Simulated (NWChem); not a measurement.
System: C2H8Si2; SMILES C=C[SiH2][SiH3]

Here is an NWChem input.

```
start job
memory heap 200 mb stack 900 mb global 1100 mb
geometry units angstroms
  C      0.594273     2.550969    -0.302158
  C      0.240230     1.541029     0.501411
  Si    -0.823989     0.096887    -0.038593
  Si     0.417475    -1.900310    -0.012041
  H      1.233728     3.370849     0.044258
  H      0.260043     2.607440    -1.344423
  H      0.612380     1.548231     1.534975
  H     -1.995156    -0.067127     0.881179
  H     -1.333276     0.353969    -1.422701
  H      1.542302    -1.827375    -0.995546
  H     -0.447355    -3.070596    -0.360878
  H      0.995059    -2.129006     1.349844
end
basis spherical
  * library 6-31g*
end
dft
  xc hfexch
  iterations 150
end
driver
  maxiter 120
end
task dft optimize
task dft freq
```

Excerpt of the output:

```
             Northwest Computational Chemistry Package (NWChem) 7.3.0
             --------------------------------------------------------

 C1  symmetry detected

                             Geometry "geometry" -> ""
                             -------------------------

 Output coordinates in angstroms (scale by  1.889725989 to convert to a.u.)

  No.       Tag          Charge          X              Y              Z
 ---- ---------------- ---------- -------------- -------------- --------------
    1 C                    6.0000     0.57986841     2.55057938    -0.31345636
    2 C                    6.0000     0.25107605     1.53723179     0.49652552
    3 Si                  14.0000    -0.82875279     0.09477994    -0.01632422
    4 Si                  14.0000     0.41363824    -1.90191926    -0.03608737
    5 H                    1.0000     1.22939494     3.36935551     0.01643889
    6 H                    1.0000     0.21370113     2.61110438    -1.34470475
    7 H                    1.0000     0.65485534     1.54043240     1.51816835
    8 H                    1.0000    -1.97100152    -0.07350577     0.93838046
    9 H                    1.0000    -1.38048452     0.35721305    -1.38305035
   10 H                    1.0000     1.50763936    -1.82447615    -1.05343759
   11 H                    1.0000    -0.46110858    -3.07119556    -0.36288768
   12 H                    1.0000     1.03294077    -2.13584439     1.30643984

 Effective nuclear repulsion energy (a.u.)     194.6054531506

                                Z-matrix (autoz)
                                --------

 Units are Angstrom for bonds and degrees for angles

[...]

      ----------------------
      Optimization converged
      ----------------------

  Step       Energy      Delta E   Gmax     Grms     Xrms     Xmax
  ---- ---------------- -------- -------- -------- -------- --------
@   13    -658.18885587 -2.0D-07  0.00005  0.00001  0.00062  0.00176
                                     ok       ok       ok       ok

                                Z-matrix (autoz)
                                --------

 Units are Angstrom for bonds and degrees for angles

[...]

 Rotational Constants
 --------------------
 A=   0.325347 cm-1  (  0.468092 K)
 B=   0.063634 cm-1  (  0.091553 K)
 C=   0.058226 cm-1  (  0.083772 K)

 Temperature                      =   298.15K
 frequency scaling parameter      =   1.0000

 Zero-Point correction to Energy  =   56.765 kcal/mol  (  0.090461 au)
 Thermal correction to Energy     =   61.120 kcal/mol  (  0.097401 au)
 Thermal correction to Enthalpy   =   61.712 kcal/mol  (  0.098345 au)

 Total Entropy                    =   81.944 cal/mol-K
   - Translational                =   39.320 cal/mol-K (mol. weight =  88.0165)
   - Rotational                   =   26.683 cal/mol-K (symmetry #  =        1)
   - Vibrational                  =   15.941 cal/mol-K

 Cv (constant volume heat capacity) =   23.749 cal/mol-K
   - Translational                  =    2.979 cal/mol-K
   - Rotational                     =    2.979 cal/mol-K
   - Vibrational                    =   17.790 cal/mol-K

[normal modes left out]

 ----------------------------------------------------------------------------
 Normal Eigenvalue ||           Projected Infra Red Intensities
  Mode   [cm**-1]  || [atomic units] [(debye/angs)**2] [(KM/mol)] [arbitrary]
 ------ ---------- || -------------- ----------------- ---------- -----------
    1       -0.000 ||    0.000061           0.001         0.059       0.010
    2        0.000 ||    0.000009           0.000         0.008       0.001
    3        0.000 ||    0.000018           0.000         0.018       0.003
    4        0.000 ||    0.000057           0.001         0.056       0.009
    5        0.000 ||    0.000025           0.001         0.024       0.004
    6        0.000 ||    0.000155           0.004         0.151       0.024
    7       72.867 ||    0.000148           0.003         0.145       0.023
    8       99.519 ||    0.000031           0.001         0.030       0.005
    9      153.605 ||    0.002448           0.056         2.387       0.383
   10      296.673 ||    0.001830           0.042         1.784       0.286
   11      410.069 ||    0.032087           0.740        31.280       5.018
   12      451.127 ||    0.003119           0.072         3.041       0.488
   13      499.836 ||    0.026527           0.612        25.860       4.149
   14      596.746 ||    0.024732           0.571        24.110       3.868
   15      661.006 ||    0.005469           0.126         5.332       0.855
   16      723.406 ||    0.011705           0.270        11.411       1.831
   17      811.163 ||    0.016746           0.386        16.325       2.619
   18      891.920 ||    0.617291          14.241       601.766      96.540
   19      995.593 ||    0.216822           5.002       211.369      33.909
   20     1028.018 ||    0.001663           0.038         1.621       0.260
   21     1033.161 ||    0.072549           1.674        70.724      11.346
   22     1040.151 ||    0.170376           3.931       166.091      26.646
   23     1119.810 ||    0.041709           0.962        40.660       6.523
   24     1121.014 ||    0.009220           0.213         8.988       1.442
   25     1146.919 ||    0.013588           0.313        13.247       2.125
   26     1415.795 ||    0.000212           0.005         0.207       0.033
   27     1575.027 ||    0.017104           0.395        16.673       2.675
   28     1816.329 ||    0.013501           0.311        13.161       2.111
   29     2341.322 ||    0.126549           2.920       123.366      19.791
   30     2347.562 ||    0.056181           1.296        54.768       8.786
   31     2352.865 ||    0.291181           6.718       283.858      45.539
   32     2356.870 ||    0.344324           7.944       335.664      53.850
   33     2362.429 ||    0.126511           2.919       123.329      19.785
   34     3297.436 ||    0.014859           0.343        14.485       2.324
   35     3318.374 ||    0.022318           0.515        21.757       3.490
   36     3389.934 ||    0.020774           0.479        20.251       3.249
 ----------------------------------------------------------------------------
```

Level: Hartree-Fock/6-31G* (spherical d).
